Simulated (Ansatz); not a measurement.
Total energies of C3H7InO, SMILES `O[C]1([InH2])CC1`.

```xyz
12

O     0.914   -1.493    0.467
C     0.173   -0.373    0.055
In   -1.116   -0.824   -1.601
C     0.826    0.982    0.150
C    -0.269    0.610    1.107
H     1.474   -1.246    1.211
H    -2.070    0.506   -2.169
H    -1.198   -2.387   -2.312
H     1.839    1.000    0.540
H     0.635    1.738   -0.604
H     0.022    0.383    2.128
H    -1.231    1.104    1.027
```

Total charge 0; spin multiplicity 1. Correlated methods include outer-core shells of In, which these sets cover unevenly. In: def2 effective core potential. All single points use the PBE0-D4/def2-TZVP geometry. It is one conformer, not always the lowest. Basis def2-TZVPP, Ansatz 0.2.0.

RPA on PBE orbitals: Hartree–Fock energy of these orbitals -381.67538 Eh, correlation -1.62576 Eh (frozen core).

```json
{"functional": "LDA (SPW92)", "energy without D4 (Eh)": "-381.91717", "D4 term (kJ/mol)": "–"}
{"functional": "revPBE", "energy without D4 (Eh)": "-383.87402", "D4 term (kJ/mol)": "-74.6"}
{"functional": "BLYP", "energy without D4 (Eh)": "-383.75584", "D4 term (kJ/mol)": "-53.7"}
{"functional": "r2SCAN", "energy without D4 (Eh)": "-383.84318", "D4 term (kJ/mol)": "-5.9"}
{"functional": "r2SCANh", "energy without D4 (Eh)": "-383.82026", "D4 term (kJ/mol)": "-6.3"}
{"functional": "r2SCAN0", "energy without D4 (Eh)": "-383.78733", "D4 term (kJ/mol)": "-7.0"}
{"functional": "BHLYP", "energy without D4 (Eh)": "-383.68409", "D4 term (kJ/mol)": "-30.9"}
{"functional": "LC-ωPBE", "energy without D4 (Eh)": "-383.80035", "D4 term (kJ/mol)": "–"}
{"functional": "ωB97M-V", "energy without D4 (Eh)": "-383.74508", "D4 term (kJ/mol)": "–"}
{"functional": "PBE-QIDH", "energy without D4 (Eh)": "-383.42553", "D4 term (kJ/mol)": "–"}
```

Give the same for PBE, B97M-V, PBE0, B3LYP, HSE06 (plane-wave form), CAM-B3LYP, ωB97X-V, B2PLYP. (Estimate.)

The calculation gave: 
```json
{"functional": "PBE", "energy without D4 (Eh)": "-383.64148", "D4 term (kJ/mol)": "-24.4"}
{"functional": "B97M-V", "energy without D4 (Eh)": "-383.86978", "D4 term (kJ/mol)": "–"}
{"functional": "PBE0", "energy without D4 (Eh)": "-383.65866", "D4 term (kJ/mol)": "-20.6"}
{"functional": "B3LYP", "energy without D4 (Eh)": "-383.95419", "D4 term (kJ/mol)": "-39.4"}
{"functional": "HSE06 (plane-wave form)", "energy without D4 (Eh)": "-383.64640", "D4 term (kJ/mol)": "-19.2"}
{"functional": "CAM-B3LYP", "energy without D4 (Eh)": "-383.76743", "D4 term (kJ/mol)": "-21.0"}
{"functional": "ωB97X-V", "energy without D4 (Eh)": "-383.80759", "D4 term (kJ/mol)": "–"}
{"functional": "B2PLYP", "energy without D4 (Eh)": "-383.50390", "D4 term (kJ/mol)": "–"}
```

B3LYP takes the VWN-RPA correlation (the form of Gaussian; ORCA's B3LYP/G). HSE06 is the plane-wave form, built on full-range PBE exchange. The double hybrids freeze the cores in their second-order part.

LC-ωPBE has ω = 0.4 bohr⁻¹.
